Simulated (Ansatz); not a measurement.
Ansatz (an electronic-structure program) input for Ge₂H₆O, SMILES [GeH3][O][GeH3], r2SCAN-D4/def2-SVP. 

Ansatz 0.2 input:
```yaml
crystal:
  periodic: [false, false, false]
  atoms:
    - {symbol: O, position_ang: [0.17827797, -0.36246202, 0.01802678]}
    - {symbol: Ge, position_ang: [-1.52457444, -0.70942621, -0.00374729]}
    - {symbol: H, position_ang: [-1.56073674, -2.20489737, 0.00043668]}
    - {symbol: H, position_ang: [-2.11814121, -0.11942189, -1.25123680]}
    - {symbol: H, position_ang: [-2.14572589, -0.11222053, 1.22663802]}
    - {symbol: Ge, position_ang: [1.49069261, 0.77811869, 0.00032113]}
    - {symbol: H, position_ang: [0.95100118, 2.18044200, -0.00356603]}
    - {symbol: H, position_ang: [2.25821738, 0.47349753, -1.25052151]}
    - {symbol: H, position_ang: [2.27338029, 0.48413680, 1.24367271]}
basis:
  gaussian:
    orbitals: def2-SVP
hamiltonian:
  xc: r2scan
  dispersion: d4
relax: {f_tol: 0.002, max_steps: 200}
```

Log of the run:

```
[...]
these checks for a lower state are left out or cut short: starts, cluster_reference, orbital_swaps, neighbouring_geometries, increment
integrals: 0.06 GiB planned
1193 factors; their error is unknown
mean field: 0.32 GiB planned
mean field -115164.49386097 eV, -4232.2170880929 hartree, gradient 3.4e-5 eV, S^2 0.000000; 0 other end points of the search recorded, 0 dependent functions left out
the calculation of the forces begins
reference -115164.49387235 eV, -4232.2170885111 hartree; 39, 39 occupied and 69, 69 virtual orbitals, 1193 factors
relax step  20: F+E_penalty+E_count = -115164.53313226 eV  Δ(F+E_penalty+E_count) = -2.093e-3 eV  max|allowed force component| = 8.318e-2 eV/Å  Δτ_max = 0.0351 Å  (24 SCF iters, accepted)
these checks for a lower state are left out or cut short: starts, cluster_reference, orbital_swaps, neighbouring_geometries, increment
integrals: 0.06 GiB planned
1193 factors; their error is unknown
mean field: 0.32 GiB planned
mean field -115164.49562033 eV, -4232.2171527481 hartree, gradient 3.7e-5 eV, S^2 0.000000; 0 other end points of the search recorded, 0 dependent functions left out
the calculation of the forces begins
reference -115164.49563171 eV, -4232.2171531666 hartree; 39, 39 occupied and 69, 69 virtual orbitals, 1193 factors
relax step  21: F+E_penalty+E_count = -115164.53487516 eV  Δ(F+E_penalty+E_count) = -1.743e-3 eV  max|allowed force component| = 3.498e-2 eV/Å  Δτ_max = 0.0634 Å  (24 SCF iters, accepted)
these checks for a lower state are left out or cut short: starts, cluster_reference, orbital_swaps, neighbouring_geometries, increment
integrals: 0.06 GiB planned
1193 factors; their error is unknown
mean field: 0.32 GiB planned
mean field -115164.49672053 eV, -4232.2171931801 hartree, gradient 4.1e-5 eV, S^2 0.000000; 0 other end points of the search recorded, 0 dependent functions left out
the calculation of the forces begins
reference -115164.49673191 eV, -4232.2171935982 hartree; 39, 39 occupied and 69, 69 virtual orbitals, 1193 factors
relax step  22: F+E_penalty+E_count = -115164.53596599 eV  Δ(F+E_penalty+E_count) = -1.091e-3 eV  max|allowed force component| = 2.109e-2 eV/Å  Δτ_max = 0.0634 Å  (24 SCF iters, accepted)
these checks for a lower state are left out or cut short: starts, cluster_reference, orbital_swaps, neighbouring_geometries, increment
integrals: 0.06 GiB planned
1193 factors; their error is unknown
mean field: 0.32 GiB planned
mean field evaluation 128: about -115164.5633 eV, gradient 3.7e-2 eV
mean field -115164.49691055 eV, -4232.2172001629 hartree, gradient 6.3e-5 eV, S^2 0.000000; 0 other end points of the search recorded, 0 dependent functions left out
the calculation of the forces begins
reference -115164.49692190 eV, -4232.2172005800 hartree; 39, 39 occupied and 69, 69 virtual orbitals, 1193 factors
relax step  23: F+E_penalty+E_count = -115164.53612835 eV  Δ(F+E_penalty+E_count) = -1.624e-4 eV  max|allowed force component| = 5.901e-2 eV/Å  Δτ_max = 0.0988 Å  (24 SCF iters, accepted)
these checks for a lower state are left out or cut short: starts, cluster_reference, orbital_swaps, neighbouring_geometries, increment
integrals: 0.06 GiB planned
1193 factors; their error is unknown
mean field: 0.32 GiB planned
mean field -115164.49730660 eV, -4232.2172147178 hartree, gradient 4.4e-5 eV, S^2 0.000000; 0 other end points of the search recorded, 0 dependent functions left out
the calculation of the forces begins
reference -115164.49731796 eV, -4232.2172151350 hartree; 39, 39 occupied and 69, 69 virtual orbitals, 1193 factors
relax step  24: F+E_penalty+E_count = -115164.53653365 eV  Δ(F+E_penalty+E_count) = -4.053e-4 eV  max|allowed force component| = 1.646e-2 eV/Å  Δτ_max = 0.0238 Å  (25 SCF iters, accepted)
these checks for a lower state are left out or cut short: starts, cluster_reference, orbital_swaps, neighbouring_geometries, increment
integrals: 0.06 GiB planned
1193 factors; their error is unknown
mean field: 0.32 GiB planned
mean field -115164.49741094 eV, -4232.2172185519 hartree, gradient 4.2e-5 eV, S^2 0.000000; 0 other end points of the search recorded, 0 dependent functions left out
the calculation of the forces begins
reference -115164.49742228 eV, -4232.2172189689 hartree; 39, 39 occupied and 69, 69 virtual orbitals, 1193 factors
relax step  25: F+E_penalty+E_count = -115164.53664130 eV  Δ(F+E_penalty+E_count) = -1.076e-4 eV  max|allowed force component| = 7.541e-3 eV/Å  Δτ_max = 0.0162 Å  (25 SCF iters, accepted)
these checks for a lower state are left out or cut short: starts, cluster_reference, orbital_swaps, neighbouring_geometries, increment
integrals: 0.06 GiB planned
1193 factors; their error is unknown
mean field: 0.32 GiB planned
mean field -115164.49752170 eV, -4232.2172226225 hartree, gradient 4.3e-5 eV, S^2 0.000000; 0 other end points of the search recorded, 0 dependent functions left out
the calculation of the forces begins
reference -115164.49753304 eV, -4232.2172230391 hartree; 39, 39 occupied and 69, 69 virtual orbitals, 1193 factors
relax step  26: F+E_penalty+E_count = -115164.53675258 eV  Δ(F+E_penalty+E_count) = -1.113e-4 eV  max|allowed force component| = 9.250e-3 eV/Å  Δτ_max = 0.0353 Å  (24 SCF iters, accepted)
these checks for a lower state are left out or cut short: starts, cluster_reference, orbital_swaps, neighbouring_geometries, increment
integrals: 0.06 GiB planned
1193 factors; their error is unknown
mean field: 0.32 GiB planned
mean field -115164.49755432 eV, -4232.2172238212 hartree, gradient 4.3e-5 eV, S^2 0.000000; 0 other end points of the search recorded, 0 dependent functions left out
the calculation of the forces begins
reference -115164.49756565 eV, -4232.2172242376 hartree; 39, 39 occupied and 69, 69 virtual orbitals, 1193 factors
relax step  27: F+E_penalty+E_count = -115164.53679074 eV  Δ(F+E_penalty+E_count) = -3.816e-5 eV  max|allowed force component| = 1.097e-2 eV/Å  Δτ_max = 0.0289 Å  (24 SCF iters, accepted)
these checks for a lower state are left out or cut short: starts, cluster_reference, orbital_swaps, neighbouring_geometries, increment
integrals: 0.06 GiB planned
1193 factors; their error is unknown
mean field: 0.32 GiB planned
mean field -115164.49757393 eV, -4232.2172245417 hartree, gradient 1.2e-5 eV, S^2 0.000000; 0 other end points of the search recorded, 0 dependent functions left out
the calculation of the forces begins
reference -115164.49758526 eV, -4232.2172249581 hartree; 39, 39 occupied and 69, 69 virtual orbitals, 1193 factors
relax step  28: F+E_penalty+E_count = -115164.53681373 eV  Δ(F+E_penalty+E_count) = -2.298e-5 eV  max|allowed force component| = 4.925e-3 eV/Å  Δτ_max = 0.0072 Å  (23 SCF iters, accepted)
these checks for a lower state are left out or cut short: starts, cluster_reference, orbital_swaps, neighbouring_geometries, increment
integrals: 0.06 GiB planned
1193 factors; their error is unknown
mean field: 0.32 GiB planned
mean field evaluation 160: about -115164.4976 eV, gradient 5.2e-2 eV
mean field -115164.49759739 eV, -4232.2172254039 hartree, gradient 4.3e-5 eV, S^2 0.000000; 0 other end points of the search recorded, 0 dependent functions left out
the calculation of the forces begins
reference -115164.49760872 eV, -4232.2172258203 hartree; 39, 39 occupied and 69, 69 virtual orbitals, 1193 factors
relax step  29: F+E_penalty+E_count = -115164.53683804 eV  Δ(F+E_penalty+E_count) = -2.431e-5 eV  max|allowed force component| = 3.826e-3 eV/Å  Δτ_max = 0.0077 Å  (26 SCF iters, accepted)
these checks for a lower state are left out or cut short: starts, cluster_reference, orbital_swaps, neighbouring_geometries, increment
integrals: 0.06 GiB planned
1193 factors; their error is unknown
mean field: 0.32 GiB planned
mean field -115164.49760488 eV, -4232.2172256792 hartree, gradient 4.3e-5 eV, S^2 0.000000; 0 other end points of the search recorded, 0 dependent functions left out
the calculation of the forces begins
reference -115164.49761621 eV, -4232.2172260955 hartree; 39, 39 occupied and 69, 69 virtual orbitals, 1193 factors
relax step  30: F+E_penalty+E_count = -115164.53685005 eV  Δ(F+E_penalty+E_count) = -1.201e-5 eV  max|allowed force component| = 4.313e-3 eV/Å  Δτ_max = 0.0082 Å  (26 SCF iters, accepted)
these checks for a lower state are left out or cut short: starts, cluster_reference, orbital_swaps, neighbouring_geometries, increment
integrals: 0.06 GiB planned
1193 factors; their error is unknown
mean field: 0.32 GiB planned
mean field -115164.49760585 eV, -4232.2172257150 hartree, gradient 9.6e-6 eV, S^2 0.000000; 0 other end points of the search recorded, 0 dependent functions left out
the calculation of the forces begins
reference -115164.49761718 eV, -4232.2172261313 hartree; 39, 39 occupied and 69, 69 virtual orbitals, 1193 factors
relax step  31: F+E_penalty+E_count = -115164.53685246 eV  Δ(F+E_penalty+E_count) = -2.414e-6 eV  max|allowed force component| = 4.913e-3 eV/Å  Δτ_max = 0.0044 Å  (23 SCF iters, accepted)
these checks for a lower state are left out or cut short: starts, cluster_reference, orbital_swaps, neighbouring_geometries, increment
integrals: 0.06 GiB planned
1193 factors; their error is unknown
mean field: 0.32 GiB planned
mean field -115164.49760867 eV, -4232.2172258183 hartree, gradient 2.1e-5 eV, S^2 0.000000; 0 other end points of the search recorded, 0 dependent functions left out
the calculation of the forces begins
reference -115164.49761999 eV, -4232.2172262346 hartree; 39, 39 occupied and 69, 69 virtual orbitals, 1193 factors
relax step  32: F+E_penalty+E_count = -115164.53685500 eV  Δ(F+E_penalty+E_count) = -2.536e-6 eV  max|allowed force component| = 2.517e-3 eV/Å  Δτ_max = 0.0012 Å  (19 SCF iters, accepted)
these checks for a lower state are left out or cut short: starts, cluster_reference, orbital_swaps, neighbouring_geometries, increment
integrals: 0.06 GiB planned
1193 factors; their error is unknown
mean field: 0.32 GiB planned
mean field -115164.49761116 eV, -4232.2172259098 hartree, gradient 3.9e-5 eV, S^2 0.000000; 0 other end points of the search recorded, 0 dependent functions left out
the calculation of the forces begins
reference -115164.49762248 eV, -4232.2172263261 hartree; 39, 39 occupied and 69, 69 virtual orbitals, 1193 factors
relax step  33: F+E_penalty+E_count = -115164.53685663 eV  Δ(F+E_penalty+E_count) = -1.630e-6 eV  max|allowed force component| = 1.148e-3 eV/Å  Δτ_max = 0.0018 Å  (19 SCF iters, accepted)
integrals: 0.06 GiB planned
1193 factors; their error is unknown
mean field: 0.32 GiB planned
mean field evaluation 192: about -115164.4976 eV, gradient 5.6e-2 eV
mean field -115164.49761116 eV, -4232.2172259098 hartree, gradient 3.9e-5 eV, S^2 0.000000; 1 other end points of the search recorded, 0 dependent functions left out
the calculation of the forces begins
reference -115164.49762248 eV, -4232.2172263261 hartree; 39, 39 occupied and 69, 69 virtual orbitals, 1193 factors
Total energy: -115164.53686796 eV, -4232.2186685706 hartree
Atom 0 at     0.290960    -0.611321     0.391203 Å, force     0.000058     0.001148    -0.000704 eV/Å
Atom 1 at    -1.419480    -0.730806    -0.088624 Å, force    -0.000857    -0.000508    -0.000044 eV/Å
Atom 2 at    -1.882940    -2.111866     0.384903 Å, force     0.000294     0.000433    -0.000156 eV/Å
Atom 3 at    -1.531672    -0.599097    -1.619660 Å, force     0.000067    -0.000321     0.000408 eV/Å
Atom 4 at    -2.222502     0.392087     0.595630 Å, force     0.000145    -0.000204     0.000095 eV/Å
Atom 5 at     1.410658     0.747867     0.128321 Å, force     0.000217    -0.000244    -0.000340 eV/Å
Atom 6 at     0.864220     2.004447     0.832811 Å, force     0.000157    -0.000158     0.000238 eV/Å
Atom 7 at     1.549270     1.011371    -1.383423 Å, force     0.000198    -0.000234     0.000461 eV/Å
Atom 8 at     2.743877     0.305084     0.738864 Å, force    -0.000278     0.000087     0.000042 eV/Å
Dipole moment:    -0.074911     0.157391    -0.094310 e Å
```

Self-consistency was reached.

Cost: roughly 110 core-seconds.
